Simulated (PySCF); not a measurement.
Run record: geometry optimisation, `C[CH2][GeH2][PH2]`.

Computed with PBE0-D3(BJ)/def2-SVP geometry optimisation, gas phase (PySCF 2.14.0). Start geometry: GFN2-xTB. The input is one job of a driver script: a line of settings, then coordinates in Å.

Input:
```
{"job": {"xc": "PBE0", "basis": "def2-SVP", "d3": "d3bj", "grid": 1, "maxiter": 30, "shake": 0.01, "kind": "geom"}, "charge": 0, "multiplicity": 1}
C     -1.331860     1.044340    -0.286570
C     -1.132240    -0.439820    -0.309830
Ge     0.779940    -0.926760    -0.256310
P      1.819080    -0.166640     1.689340
H     -2.417840     1.298420    -0.332510
H     -0.878610     1.544160    -1.152240
H     -0.924840     1.507330     0.614910
H     -1.607810    -0.885880     0.545470
H     -1.577270    -0.862370    -1.182890
H      1.483780    -0.431700    -1.498490
H      0.923310    -2.434060    -0.313050
H      3.077280    -0.416950     1.238970
H      1.792900     1.153050     1.232860
```

Output:
```
step   0  E = -2499.06994249  max force = 0.034912
step   1  E = -2499.07576408  max force = 0.007856
step   2  E = -2499.07619132  max force = 0.001465
step   3  E = -2499.07621278  max force = 0.000273
step   4  E = -2499.07622252  max force = 0.000837
step   5  E = -2499.07623172  max force = 0.000887
step   6  E = -2499.07624184  max force = 0.000643
step   7  E = -2499.07625464  max force = 0.000433
optimisation converged
```

Energies in Eh; «max force» is the largest Cartesian gradient component in Eh/bohr.

How much energy does the optimisation release, in kcal/mol?

E(step 0) − E(last step) = 0.006312 Eh, which is 4.0 kcal/mol.

Give the first gradient maximum in eV/Å.

With 1 Eh/bohr = 51.422 eV/Å, 1.795 eV/Å.

Summary of the converged run: final energy -2499.07625 Eh after 7 steps; dipole 1.11 D.

Where do the atoms end?

0.079 Å rms from the input after alignment:
```
atom  x, y, z in Å
C1    -1.2855    1.0580    0.0334
C2    -1.0361   -0.4443    0.0104
Ge3    0.8666   -0.9232    0.0302
P4     1.8311    0.0001    1.9402
H5    -2.3616    1.2911   -0.0050
H6    -0.8106    1.5649   -0.8219
H7    -0.8866    1.5202    0.9506
H8    -1.5011   -0.9331    0.8820
H9    -1.4816   -0.9072   -0.8856
H10    1.5554   -0.4296   -1.2626
H11    1.0388   -2.4536    0.1324
H12    3.1605   -0.3756    1.5752
H13    1.9578    1.3083    1.3786
```

How long does this job take on an Arm Neoverse V2 with one thread, shared host with 32 logical CPUs at a one-minute load of 27? And the peak memory of the process?

About 49 s, with 0.53 GiB resident at the peak, the Python interpreter and its libraries included.
Labels such as C1 count atoms from 1, the log's own numbers from 0.
